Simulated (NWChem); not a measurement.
Total energies of HP

```
P
H 1 1.4371
```
Charge 0, spin multiplicity 3.

All runs are NWChem calculations. All single points use one geometry, from UPBE0/def2-SVP, a minimum by its harmonic frequencies.

Basis set: def2-QZVP (100 functions).

```json
[
 {"method": "UHF", "total energy (Ha)": "-341.30186", "relative cost": "1"},
 {"method": "UMP2", "total energy (Ha)": "-341.41661", "relative cost": "under 3"},
 {"method": "UB2PLYP", "total energy (Ha)": "-341.77337", "relative cost": "under 3"},
 {"method": "UPBE", "total energy (Ha)": "-341.73425", "relative cost": "under 3"},
 {"method": "UB3LYP", "total energy (Ha)": "-341.91769", "relative cost": "under 3"},
 {"method": "UM06-2X", "total energy (Ha)": "-341.87228", "relative cost": "under 3"}
]
```

Total energies of different functionals aren't comparable as a measure of quality: only differences taken within one method are. Costs are rough ratios of processor time within this set of runs, SCF included, with UHF as 1.

The correlated methods keep 5 core orbitals frozen. B3LYP has NWChem's definition, with VWN1-RPA local correlation. This spin state was chosen for the runs; another may lie lower. The structure started from a generated list of species. The unpaired electrons of the parent sit in orbitals of symmetry b1 and b2 (C2v labels of the run); other states weren't searched. The stability of the SCF solutions was not checked. Open-shell Hartree-Fock references start from PBE0 orbitals; any time given for them includes that run.
